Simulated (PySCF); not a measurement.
Structure with atom numbers: `[O:1]=[C:2]([Cl:3])[c:4]1[cH:5][cH:6][cH:7][c:8]([F:9])[cH:10]1`. Hydrogens are named by the atom that carries them.

[PySCF 2.14: geometry from PBE0-D3(BJ)/def2-TZVP; B97-2/pcSseg-2 with gauge-including orbitals; one computed conformer; no relativistic terms; no solvent]

Q: List the cross peaks expected in HSQC, COSY and HMBC spectra.

A: 

HSQC (one-bond C–H):
```csv
δH,δC
8.38 (H(C10)),127.7 (C10)
8.27 (H(C5)),133.0 (C5)
7.68 (H(C6)),136.7 (C6)
7.57 (H(C7)),129.0 (C7)
```

COSY cross peaks (H two or three bonds apart, from the bond graph; peaks can be absent where the dihedral angle is near 90°):
```csv
δH,δH
8.27 (H(C5)),7.68 (H(C6))
7.68 (H(C6)),7.57 (H(C7))
```

HMBC (two and three bonds, from the bond graph):
```csv
δH,δC
8.38 (H(C10)),"179.4 (C2), 172.9 (C8), 141.8 (C4), 133.0 (C5), 129.0 (C7)"
8.27 (H(C5)),"179.4 (C2), 141.8 (C4), 136.7 (C6), 129.0 (C7), 127.7 (C10)"
7.68 (H(C6)),"172.9 (C8), 141.8 (C4), 133.0 (C5), 129.0 (C7)"
7.57 (H(C7)),"172.9 (C8), 136.7 (C6), 133.0 (C5), 127.7 (C10)"
```

Chemical shifts δ = σref − σ; ¹H (31.64 ppm) and ¹³C (185.38 ppm) vs TMS, all at this level.

Carbons that carry Cl, above all several Cl atoms, come out too deshielded, partly because spin–orbit coupling is missing. Shifts are as computed. Against solution values, carbons near 30 ppm lie about +3 ppm off and those near 130 ppm about +7 ppm; carbons on Cl a further +5 ppm. Of 1309 compounds with measured shifts, 239 miss one by over three times the rms of a fit or turn the order of signals round; such compounds aren't used in these exercises.
